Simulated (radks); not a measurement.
The numbers below are computed, except where a source is named.
Question: The lanthanum ion La13+, 44 electrons, occupied as [Kr] 4d8. Level of theory: non-relativistic Kohn-Sham, PBE, spin-polarised, spherical densities, point nucleus; open shells are filled with parallel spins first (spin-orbit coupling, left out, can overturn this in heavy ions); relativity is left out, which matters for an element this heavy (a radial shooting solver on a logarithmic mesh with Libxc functionals). Some entries of the table are withheld. Estimate them.

| orbital | occ. | eigenvalue (Ry) | <1/r> (bohr^-1) |
|---|---|---|---|
| 1s up | 1 | -2731.616 | 56.47 |
| 1s down | 1 | -2731.615 | 56.47 |
| 2s up | 1 | -437.5497 | 13.02 |
| 2s down | 1 | -437.4709 | 13.02 |
| 2p up | 3 | -414.3680 | 13.04 |
| 2p down | 3 | -414.3090 | 13.04 |
| 3s up | 1 | -106.9173 | 4.825 |
| 3s down | 1 | -106.8808 | 4.826 |
| 3p up | 3 | -96.96239 | 4.757 |
| 3p down | 3 | -96.92172 | 4.757 |
| 3d up | 5 | -78.46254 | 4.638 |
| 3d down | 5 | -78.39935 | 4.638 |
| 4s up | 1 | -34.25472 | 2.081 |
| 4s down | 1 | -34.04829 | 2.080 |
| 4p up | 3 | -30.49541 | 1.999 |
| 4p down | 3 | -30.29112 | 1.998 |
| 4d up | 5 | -23.87367 | 1.828 |
| 4d down | 3 | -23.67481 | 1.826 |
| 4f up | 0 | -15.97577 | 1.520 |
| 4f down | 0 | -15.80320 | 1.517 |
| 5s up | 0 | -15.62701 | (1) |
| 5s down | 0 | -15.54573 | (2) |
| 5p up | 0 | -14.20994 | 0.9806 |
| 5p down | 0 | -14.13474 | 0.9771 |
| 5d up | 0 | (3) | (4) |
| 5d down | 0 | (5) | (6) |

Answer: 
(1) 5s up <1/r> (bohr^-1): 1.030
(2) 5s down <1/r> (bohr^-1): 1.026
(3) 5d up eigenvalue (Ry): -11.78618
(4) 5d up <1/r> (bohr^-1): 0.8895
(5) 5d down eigenvalue (Ry): -11.72079
(6) 5d down <1/r> (bohr^-1): 0.8866
